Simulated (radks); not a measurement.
Dipole-allowed excitations along the series with 18 electrons in [Ar]. Method: scalar-relativistic Kohn-Sham, exchange-only LDA, spin-unpolarised, spherical densities, finite nucleus; Fermi nuclear charge, rms radius of each element as measured or else 0.836 A^(1/3) + 0.57 fm; computed with a radial shooting solver on a logarithmic mesh with Libxc functionals. Time-dependent linear response with the Hartree and adiabatic exchange-only LDA kernel, continuum included through the Sternheimer equations, no spin-orbit coupling, so fine structure and intercombination lines are absent. Lines are the poles of the dipole polarisability below minus the highest occupied eigenvalue, found on a grid refined at the orbital gaps; the lowest seven at most are given, and weak or close lines can be missed. The first line takes the name of the lowest orbital gap if no other gap lies below it; otherwise a line is named after a gap within 0.6 % of it, if that gap stands alone.

Ca2+: -e(HOMO) (eV) 41.481; lowest orbital gap (eV) 3p-3d 26.767; first line (eV) 27.945 (3p-4s); f 0.442; strongest line (eV) 32.824 (unassigned); its f 2.79; static alpha (bohr^3) 3.406
Sc3+: -e(HOMO) (eV) 62.887; lowest orbital gap (eV) 3p-3d 31.960; first line (eV) 39.122 (3p-4s); f 0.847; strongest line (eV) 41.549 (unassigned); its f 3.63; static alpha (bohr^3) 2.189
Ti4+: -e(HOMO) (eV) 87.576; lowest orbital gap (eV) 3p-3d 36.790; first line (eV) 48.451 (3p-3d); f 4.34; strongest line (eV) the first; its f 4.34; static alpha (bohr^3) 1.508
V5+: -e(HOMO) (eV) 115.49; lowest orbital gap (eV) 3p-3d 41.433; first line (eV) 54.835 (3p-3d); f 3.86; strongest line (eV) the first; its f 3.86; static alpha (bohr^3) 1.090
